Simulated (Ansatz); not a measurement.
System: H₄SiO, charge 0, singlet. H4SiO (SMILES O[SiH3]).
B3LYP-D3(BJ)/def2-TZVP minimum from Ansatz (a quantum-chemistry and plane-wave program):
```
Si
O 1 1.6528
H 2 0.9599 1 118.60
H 1 1.4758 2 105.81 3 180.00
H 1 1.4841 4 109.91 2 -120.66
H 1 1.4841 4 109.91 5 -118.68
```

Total energies in cc-pV(T+d)Z, 14 correlated electrons, 6 frozen orbitals. Open shells are spin-unrestricted; no spin-orbit coupling. Cores are frozen in correlated methods. No relativity.

```
method    program  energy (Eh)  minus CCSDT(Q) (mEh)
--------  -------  -----------  --------------------
HF         Ansatz   -366.21113                414.30
MP2        Ansatz   -366.58801                 37.41
CCSD       Ansatz   -366.61222                 13.20
CCSD(T)    Ansatz   -366.62438                  1.04
CCSDT(Q)   Ansatz   -366.62543                  0.00
```

Rough core times of Ansatz's runs on a shared machine: CCSD(T) under 20 s, CCSDT(Q) 30 min.
